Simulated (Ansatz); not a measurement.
```yaml
crystal:
  periodic: [false, false, false]
  atoms:
    - {symbol: N, position_ang: [-0.113411, 3.110941, 0.703257]}
    - {symbol: Ta, position_ang: [-0.640235, 0.305775, -1.005212]}
    - {symbol: N, position_ang: [1.071228, -2.286515, 1.028895]}
    - {symbol: F, position_ang: [-4.127259, -0.418353, -1.274842]}
    - {symbol: F, position_ang: [0.796314, 0.481597, -4.270415]}
    - {symbol: H, position_ang: [0.058893, 4.826674, 1.501788]}
    - {symbol: H, position_ang: [2.009239, -1.991543, 2.659227]}
    - {symbol: H, position_ang: [1.119277, -4.136480, 0.551665]}
basis:
  gaussian: {orbitals: def2-mTZVP}
magnetization: {spin_polarized: true, initial_magnetization: 2}
hamiltonian: {xc: {name: RPBE}}
```

```sh
$ ansatz run in.yaml --threads 4 --pin off --events-out ev --progress --plain --max-ram 10444MiB
```

Output, abridged:

```
Functional definition: RPBE
1031 factors; their error is unknown
mean field evaluation 1: about -9915.2408 eV, gradient 9.7e1 eV
mean field evaluation 2: about -8134.1868 eV, gradient 4.4e2 eV
mean field evaluation 4: about -9456.4410 eV, gradient 2.3e2 eV
mean field evaluation 8: about -9991.6424 eV, gradient 4.3e0 eV
mean field evaluation 16: about -9995.2992 eV, gradient 3.7e-1 eV
mean field evaluation 32: about -9995.3140 eV, gradient 1.9e-5 eV
mean field -9995.73801125 eV, -367.3365965587 hartree, gradient 6.6e-6 eV, S^2 5.928570; 16 other end points of the search recorded, 0 dependent functions left out
reference -9995.73808106 eV, -367.3365991243 hartree; 25, 23 occupied and 96, 98 virtual orbitals, 1031 factors
Total energy: -9995.73808106 eV, -367.3365991243 hartree
```

In this input the coordinates are in bohr but typed as ångström. Self-consistency was reached. The result belongs to that input, not to the molecule as meant.
